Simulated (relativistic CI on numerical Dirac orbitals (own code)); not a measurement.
## Pd+: 3p photoemission

Computed with this model: Dirac-Coulomb-Breit CI, KLI orbitals optimised for each configuration, model QED, valence Slater integrals scaled by 0.9, multiplet model of photoemission in the sudden approximation; configurations [Kr] 4d9 → [Ne] 3s2 3p5 3d10 4s2 4p6 4d9; 80 K; Lorentzian 2 eV and Gaussian 0.6 eV FWHM. Energies are those of the free ion, without screening or charge transfer. The energies are binding energies and can lie tens of eV above those of solids. S is read from ⟨S²⟩ = S(S + 1).

free ion: ground-state S = 0.50, centroid 562.40 eV. Peaks (eV, height): 553.0 (100), 581.2 (56).

Strongest unbroadened transitions for free ion:

| Energy (eV) | Relative strength |
| --- | --- |
| 552.59 | 70.2 |
| 552.65 | 38.0 |
| 553.00 | 100.0 |
| 553.21 | 17.5 |
| 553.62 | 7.6 |
| 553.91 | 7.6 |
| 554.03 | 25.7 |
| 581.14 | 55.5 |
| 581.24 | 77.8 |
| 581.46 | 0.0 |
| 581.91 | 0.0 |
